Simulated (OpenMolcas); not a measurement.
## Fe2+: moving or changing the point charges

Fe2+ among 4 point charges of -1 e arranged as a tetrahedron (Td), 1.81 Å from the ion.
```
   1.0450    1.0450    1.0450  -1.00
   1.0450   -1.0450   -1.0450  -1.00
  -1.0450    1.0450   -1.0450  -1.00
  -1.0450   -1.0450    1.0450  -1.00
```

```
Program             : OpenMolcas 26.06
Method              : SS-CASPT2, IPEA 0.25 Eh, imaginary shift 0.1 Eh (closed shells correlated: 3s 3p)
Basis               : ANO-RCC-VDZP [5s4p2d1f]
Scalar Hamiltonian  : DKH2, point nucleus
Active space        : 6 electrons in 5 orbitals (3d)
State averaging     : 2S+1 = 5 even, 5 roots; 2S+1 = 3 even, 45 roots; 2S+1 = 1 even, 50 roots
Spin-orbit coupling : state interaction with AMFI integrals over the reference wave functions
```

Runs around this geometry, states (labels of Td). Energies in cm-1 above the lowest state or level, χT in cm3 K/mol.

```
R (Å)  q (e)  Ground state  First state of that spin  First gap with spin-orbit (degeneracies)  χT at 300 K  First state of another spin
 1.81   -0.5            5E                  5T2 1090                                 32 (1, 3)        4.412                    3T1 20330
 1.73     -1            5E                  5T2 2230                                 25 (1, 3)        3.749                    3T1 20570
 1.81     -1            5E                  5T2 1930                                 27 (1, 3)        3.864                    3T1 20690
 1.95     -1            5E                  5T2 1480                                 30 (1, 3)        4.102                    3T1 20600
```

Taking the first state of the same spin as R^-n, n = -ln(1480 / 2230) / ln(1.95 / 1.73) = 3.4 between the shortest and longest distance.

Scaling the charges by -0.5 / -1 = 0.50 scales the first state of the same spin by 1090 / 1930 = 0.56; with fixed orbitals a first-order splitting would follow the charge.

Roots that are degenerate in the reference are averaged as groups; the widest CASPT2 spread within a group is 460 cm-1 (the 3-fold group of multiplicity 1 near 35800 cm-1 above the lowest state of its run, R = 1.73, q = -1). Shifts and gaps below about the spread of the groups concerned are not significant. An orbital doublet at a regular site is open to a Jahn-Teller distortion, which this geometry leaves out. The ground term spreads over less than 5000 cm-1, several times less than with real ligands, so orbital moments are less quenched and χT lies further from the spin-only value than at real sites. Free-ion shares, where given, are those of the reference states; single-state CASPT2 does not remix them. This is an electrostatic model: the charges have no orbitals. No measured value stands beside these numbers.
